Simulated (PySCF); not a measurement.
## Ionising InCl

RHF-CCSD(T); In def2-TZVPPD with ECP28, Cl def2-TZVPPD; scalar-relativistic core potentials (PySCF 2.14). Neutral (RHF): singlet (closed shell), Re = 2.414 Å, ωe = 317 cm⁻¹, De = 4.50 eV.

InCl⁺ (UHF): doublet (σ ↑), Re = 2.299 Å, ωe = 341 cm⁻¹, De = 0.56 eV to In⁺ + Cl. The energies at the minima are -649.29355 hartree for InCl and -648.94607 for InCl⁺.

Question: Work out the adiabatic ionisation energy, without and with harmonic zero-point energies (1 hartree = 27.2114 eV, 1 eV = 8065.5 cm⁻¹), and the change of the bond length.

Answer: At CCSD(T): 0.34748 hartree = 9.455 eV between the minima; the zero-point term (341.0 − 317.0)/2 cm⁻¹ = +0.001 eV makes it 9.457 eV. Re changes by -11.5 pm against the neutral. The electron leaves a σ orbital, and the shorter bond of the ion fits an antibonding orbital, or a change in how ionic the bond is.

InCl⁻ (UHF): doublet (π ↑), Re = 2.587 Å, ωe = 217 cm⁻¹, De = 1.33 eV to In + Cl⁻. The energies at the minima are -649.29355 hartree for InCl and -649.30383 for InCl⁻.

Question: Work out the adiabatic electron affinity, without and with harmonic zero-point energies (1 hartree = 27.2114 eV, 1 eV = 8065.5 cm⁻¹), and the change of the bond length.

Answer: At CCSD(T): 0.01028 hartree = 0.280 eV between the minima; the zero-point term (317.0 − 217.0)/2 cm⁻¹ = +0.006 eV makes it 0.286 eV. Re changes by +17.3 pm against the neutral. The electron enters a π orbital, and the longer bond of the ion fits an antibonding orbital, or a change in how ionic the bond is.

Correlated steps freeze 9 core orbitals. Spin–orbit coupling is left out, which matters for elements this heavy, above all for dissociation energies. For an ion De counts to the pair picked by the measured ionisation energies or electron affinities, which need not be the lowest pair at this level. Where the molecule has an RHF reference, its open-shell atoms are computed with UHF. States were picked by a PBE0 search and need not be the measured ground states.

Neutral and ion stand on different kinds of reference determinant, which adds to the error of the difference.
